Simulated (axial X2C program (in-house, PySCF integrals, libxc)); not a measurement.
Potential curves of TlO, with spin–orbit coupling

All values were computed with an axial X2C code built on PySCF integrals. Two-component (2c) means X2C with spin–orbit coupling and atomic mean-field two-electron Coulomb and Gaunt terms. Basis: Tl dyall-v3z [12s14p10d6f], O dyall-v3z [6s5p2d1f] (cores contracted in-house); Gaussian nuclei, density fitting, unrestricted open shells. Masses: Tl 204.974 u, O 15.995 u.

State: Ω = 1/2 (⟨Sz⟩ = 0.47, ⟨Lz⟩ = 0.03 at PBE0). Energies in cm⁻¹ from the fragments at the same level (Tl + O). Fits are polynomials in 1 − R0/R over 0.85 to 1.23 times the lowest point R0.

```json
{"R (Å)": "1.7565", "PBE0": "-14267", "r2SCAN": "-17935", "PW91": "-19270"}
{"R (Å)": "1.8373", "PBE0": "-17820", "r2SCAN": "-21473", "PW91": "-22898"}
{"R (Å)": "1.8979", "PBE0": "-19251", "r2SCAN": "-22868", "PW91": "-24335"}
{"R (Å)": "1.9584", "PBE0": "-19945", "r2SCAN": "-23513", "PW91": "-25003"}
{"R (Å)": "2.0190", "PBE0": "-20105", "r2SCAN": "-23620", "PW91": "-25120"}
{"R (Å)": "2.0897", "PBE0": "-19810", "r2SCAN": "-23262", "PW91": "-24774"}
{"R (Å)": "2.1603", "PBE0": "-19155", "r2SCAN": "-22554", "PW91": "-24078"}
{"R (Å)": "2.2512", "PBE0": "-17966", "r2SCAN": "-21315", "PW91": "-22867"}
{"R (Å)": "2.3622", "PBE0": "-16206", "r2SCAN": "-19518", "PW91": "-21134"}
{"R (Å)": "2.5238", "PBE0": "-13404", "r2SCAN": "-16701", "PW91": "-18462"}
```

De is counted from the lowest determinant-based energies of the atoms at the same level, without counterpoise correction. Density functionals use the spin component along the axis (collinear). In 2c an atomic determinant is not the ground J level, so De misses part of the atomic spin–orbit lowering. This holds for PBE0, r2SCAN, PW91. Without a current term, density functionals place determinants with orbital angular momentum somewhat too high. The state is one determinant with fixed occupations, lowest in a PBE0 search at one distance only: followed along the bond, the 2c determinant Ω = 3/2 reaches 0.03 eV lower at PBE0, at Re = 2.171 Å, so the state shown is not the lowest.

(1) What are Re, ωe and De at the PBE0 level?

(2) Fit the r2SCAN curve near its minimum: give the equilibrium distance, the harmonic wavenumber and the well depth.

(3) What are Re, ωe and De at the PW91 level?

Results:

(1) At PBE0, 2c: Re = 2.011 Å, ωe ≈ 499 cm⁻¹, De = 2.49 eV to Tl + O; Be follows as 0.281 cm⁻¹.

(2) At r2SCAN, 2c: Re = 2.003 Å, ωe ≈ 510 cm⁻¹, De = 2.93 eV to Tl + O; Be follows as 0.283 cm⁻¹.

(3) At PW91, 2c: Re = 2.004 Å, ωe ≈ 511 cm⁻¹, De = 3.12 eV to Tl + O; Be follows as 0.283 cm⁻¹.
